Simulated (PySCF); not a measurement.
Computed Raman spectrum (relative Raman activity) of a molecule C3H3F3. The structure is a stationary point at PBE0-D3(BJ)/def2-SVP. The values are those of a single conformer. Calculation: PySCF with PBE0-D3(BJ)/def2-SVP. Harmonic, unscaled wavenumbers; measured fundamentals usually lie a few per cent lower.

Lines under 2 % of the strongest are left out, and lines within 2 cm⁻¹ are merged.

ν (cm⁻¹): 254 (w), 573 (vw), 711 (vw), 805 (vw), 966 (vw), 1024 (w), 1143 (vw), 1162 (w), 1262 (vw), 1354 (w), 1389 (w), 1790 (m), 3119 (s), 3226 (s), 3246 (vs) (against the strongest line: vs over 80 %, s over 45 %, m over 15 %, w over 4 %, vw less)

Problem. Identify the compound among the candidates.
A. F[C@H]1CC1(F)F
B. CC(F)=C(F)F
C. C=CC(F)(F)F
D. F/C=C\C(F)F

Solution. D, F/C=C\C(F)F
